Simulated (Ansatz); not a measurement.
CH7F2NSi2, SMILES `C[SiH](F)N[SiH2]F`, 13 atoms. Charge 0, multiplicity 1. Hardware: A = 2 threads of an AMD EPYC 7R13 on a shared host; B = 2 threads of an AMD EPYC 7R13 on a shared host and a share of an NVIDIA H100 80 GB. Correlated methods freeze the cores. Open-shell runs search over several starts.

**Question.** How many basis functions does each run have, and how long does it take in Ansatz? RKS ωB97M-V/def2-SVP energy [A]; direct RPA on PBE orbitals/def2-TZVPP energy [B]; RKS PBE0-D4/def2-SVP energy [A]; RKS B3LYP-D4/def2-TZVPP energy and forces [B]; RHF-MP2/def2-QZVPP energy [B]; RKS r2SCAN-D4/def2-TZVPP energy and forces [B]; RKS PBE0-D4/def2-QZVPP energy [B]; RKS r2SCANh-D4/def2-TZVPP energy [B]; UKS ωB97X-V/def2-TZVPP energy of the cation [B]; RHF-CCSD(T)/def2-TZVPP energy [B]; RHF-CCSD(T)/def2-SVP energy [B]; UKS ωB97M-V/def2-TZVPP energy of the cation [B]. (Estimate.)

**Answer.** Ansatz gave: Other jobs shared the machine, so times are rough.

| level | job | functions | wall time | peak host memory (GiB) |
| --- | --- | --- | --- | --- |
| RKS PBE0-D4/def2-SVP | energy [A] | 127 | 2.2 s | 0.6 |
| RKS r2SCANh-D4/def2-TZVPP | energy [B] | 306 | 3.1 s | 0.86 |
| RKS B3LYP-D4/def2-TZVPP | energy and forces [B] | 306 | 4.4 s | 0.86 |
| direct RPA on PBE orbitals/def2-TZVPP | energy [B] | 306 | 6 s | 1.4 |
| RKS ωB97M-V/def2-SVP | energy [A] | 127 | 7 s | 0.6 |
| RKS r2SCAN-D4/def2-TZVPP | energy and forces [B] | 306 | 7 s | 0.85 |
| RHF-CCSD(T)/def2-SVP | energy [B] | 127 | 7.5 s | 0.77 |
| RHF-MP2/def2-QZVPP | energy [B] | 578 | 7.5 s | 1.1 |
| RHF-CCSD(T)/def2-TZVPP | energy [B] | 306 | 12 s | 0.84 |
| UKS ωB97M-V/def2-TZVPP | energy of the cation [B] | 306 | 13 s | 1.1 |
| UKS ωB97X-V/def2-TZVPP | energy of the cation [B] | 306 | 13 s | 1 |
| RKS PBE0-D4/def2-QZVPP | energy [B] | 578 | 14 s | 1.1 |

B3LYP here is the variant with VWN-RPA as its local correlation; programs differ in this.
